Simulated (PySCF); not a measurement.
Isomers of C4H8F3OP, mass 160.026 u with the commonest isotopes. Computed with PBE0/pcSseg-1 in PySCF (dipole) on a GFN2-xTB geometry, gas phase. One conformer each, none proved a minimum here; rigid rotors.

Question: Order these by rotational constant C, largest first.
A. `[OH:1][CH2:2][PH:3][CH2:4][CH2:5][C:6]([F:7])([F:8])[F:9]` with H–O1–C2–P3 66°, O1–C2–P3–C4 70°, C2–P3–C4–C5 173°, P3–C4–C5–C6 178°
B. `[CH3:1][CH2:2][P@H:3](=[O:4])[CH2:5][C:6]([F:7])([F:8])[F:9]` with C1–C2–P3–O4 -57°, C2–P3–C5–C6 -178°
C. `[CH3:1][CH2:2][P@:3]([CH3:4])(=[O:5])[C:6]([F:7])([F:8])[F:9]` with C1–C2–P3–C4 76°
D. `[CH3:1][O:2][CH2:3][PH:4][CH2:5][C:6]([F:7])([F:8])[F:9]` with C1–O2–C3–P4 173°, O2–C3–P4–C5 -49°, C3–P4–C5–C6 -81°

Answer: C (961.5 MHz), D (713.6 MHz), B (679.9 MHz), A (503.3 MHz).

Question: Order these by rotational constant A, smallest first.
A. `[CH3:1][CH2:2][P@:3]([CH3:4])(=[O:5])[C:6]([F:7])([F:8])[F:9]` with C1–C2–P3–C4 76°
B. `[CH3:1][CH2:2][P@H:3](=[O:4])[CH2:5][C:6]([F:7])([F:8])[F:9]` with C1–C2–P3–O4 -57°, C2–P3–C5–C6 -178°
C. `[CH3:1][O:2][CH2:3][PH:4][CH2:5][C:6]([F:7])([F:8])[F:9]` with C1–O2–C3–P4 173°, O2–C3–P4–C5 -49°, C3–P4–C5–C6 -81°
D. `[OH:1][CH2:2][PH:3][CH2:4][CH2:5][C:6]([F:7])([F:8])[F:9]` with H–O1–C2–P3 66°, O1–C2–P3–C4 70°, C2–P3–C4–C5 173°, P3–C4–C5–C6 178°

Answer: A (2014 MHz), C (2092 MHz), D (2908 MHz), B (3278 MHz).

Question: Order these by rotational constant B, smallest first.
A. `[CH3:1][O:2][CH2:3][PH:4][CH2:5][C:6]([F:7])([F:8])[F:9]` with C1–O2–C3–P4 173°, O2–C3–P4–C5 -49°, C3–P4–C5–C6 -81°
B. `[OH:1][CH2:2][PH:3][CH2:4][CH2:5][C:6]([F:7])([F:8])[F:9]` with H–O1–C2–P3 66°, O1–C2–P3–C4 70°, C2–P3–C4–C5 173°, P3–C4–C5–C6 178°
C. `[CH3:1][CH2:2][P@H:3](=[O:4])[CH2:5][C:6]([F:7])([F:8])[F:9]` with C1–C2–P3–O4 -57°, C2–P3–C5–C6 -178°
D. `[CH3:1][CH2:2][P@:3]([CH3:4])(=[O:5])[C:6]([F:7])([F:8])[F:9]` with C1–C2–P3–C4 76°

Answer: B (533.7 MHz), C (721.1 MHz), A (855.8 MHz), D (1023 MHz).

| SMILES | point group | Ia (u·Å²) | Ib (u·Å²) | Ic (u·Å²) | κ | μa (D) | μb (D) | μc (D) |
| --- | --- | --- | --- | --- | --- | --- | --- | --- |
| OCPCCC(F)(F)F | C1 | 173.81 | 946.97 | 1004.05 | -0.97 | 2.45 | 1.70 | 0.19 |
| CC[P@](C)(=O)C(F)(F)F | C1 | 250.97 | 494.11 | 525.62 | -0.88 | 2.12 | 0.77 | 3.61 |
| COCPCC(F)(F)F | C1 | 241.57 | 590.54 | 708.19 | -0.79 | 2.67 | 0.36 | 0.58 |
| CC[P@H](=O)CC(F)(F)F | C1 | 154.19 | 700.81 | 743.26 | -0.97 | 2.47 | 4.54 | 0.10 |
